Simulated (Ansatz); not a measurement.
# Worked example: a bond strength in CH3AlF2O (SMILES C[O][Al]([F])[F])

The species is CH3AlF2O (8 atoms), meant as a singlet with charge 0. SMILES: `C[O][Al]([F])[F]`. Geometry: optimised at PBE0/def2-SVP.

```csv
atom,x (Å),y (Å),z (Å)
C,-0.2460,0.9100,0.8949
O,-0.4020,-0.2801,0.1933
Al,0.2477,-1.1661,-1.0614
F,-0.4234,-2.6185,-1.4572
F,1.5492,-0.6485,-1.9366
H,0.5970,1.5199,0.5233
H,-0.0683,0.7051,1.9646
H,-1.1619,1.5213,0.8231
```

Wanted: the dissociation energy of the F5–Al3 bond into doublet F and doublet CH3AlFO (shapes relaxed at PBE0/def2-SVP, no zero-point term). 1 Eh = 2625.50 kJ/mol = 27.2114 eV. Totals in Eh; open shells run unrestricted unless said.

| level | program | CH3AlF2O | doublet F | doublet CH3AlFO |
| --- | --- | --- | --- | --- |
| PBE/def2-SVP | Ansatz | -556.647627 | -99.539757 | -456.862874 |
| B3LYP/def2-SVP | Ansatz | -557.135572 | -99.640474 | -457.252425 |
| CCSD(T)/def2-SVP, 9 core orbitals frozen | Ansatz | -555.935486 | -99.434717 | -456.262428 |

Task: Work out the dissociation energy at each level.

Result: 
1. PBE/def2-SVP: (-99.539757) + (-456.862874) − (-556.647627) = 0.244996 Eh = 643.2 kJ/mol = 6.67 eV.
2. B3LYP/def2-SVP: (-99.640474) + (-457.252425) − (-557.135572) = 0.242673 Eh = 637.1 kJ/mol = 6.60 eV.
3. CCSD(T)/def2-SVP: (-99.434717) + (-456.262428) − (-555.935486) = 0.238341 Eh = 625.8 kJ/mol = 6.49 eV.

The levels span 626 to 643 kJ/mol; no measured value is set beside them. A bond enthalpy at 298 K also holds the loss of zero-point energy and thermal terms.
